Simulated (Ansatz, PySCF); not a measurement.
A series of C-H bond dissociation energy values:

A. CN(C)C(=O)N(C)C [1,1,3,3-tetramethylurea] -> [CH2]N(C)C(=O)N(C)C + H atom
B. C[C@H](Cl)CCCl -> C[C@H](Cl)[CH]CCl + H atom
C. CCB(N)N → C[CH]B(N)N + H atom
D. CCC(C)CC -> C[CH]C(C)CC + H atom
E. C[SiH](C)[SiH2]Cl -> [CH2][SiH](C)[SiH2]Cl + H atom

Quantity: bond dissociation energy (enthalpy at 298 K, with B3LYP-D3(BJ) rigid-rotor harmonic-oscillator terms), kcal/mol. Structures are relaxed separately at B3LYP-D3(BJ)/def2-TZVP in Ansatz (a program for electronic structure), one conformer each, not searched for the lowest. Frequencies are from Ansatz or PySCF. Correlated levels leave the core frozen unless marked. Open shells are spin-unrestricted. No spin-orbit coupling. Non-relativistic. Basis-set limits of correlation are two-point, X^-3; Hartree-Fock from the larger set. [CCSD(T)-MP2]/basis is that difference in the basis named.

```
   RI-HF/cc-pV(T+d)Z (Ansatz)  SCS-MP2/6-31G (Ansatz)  CCSD(T)/6-31G (Ansatz)  RI-MP2/CBS(cc-pV(T+d)Z,cc-pV(Q+d)Z)+[CCSD(T)-MP2]/cc-pV(T+d)Z (Ansatz)
-  --------------------------  ----------------------  ----------------------  ----------------------------------------------------------------------
A                        71.1                    84.6                    83.3                                                                    93.2
B                        74.0                    85.5                    84.0                                                                   100.2
C                        68.5                    84.1                    83.6                                                                    94.9
D                        72.6                    88.2                    87.5                                                                    99.4
E                        74.1                    90.9                    90.4                                                                   101.2
```
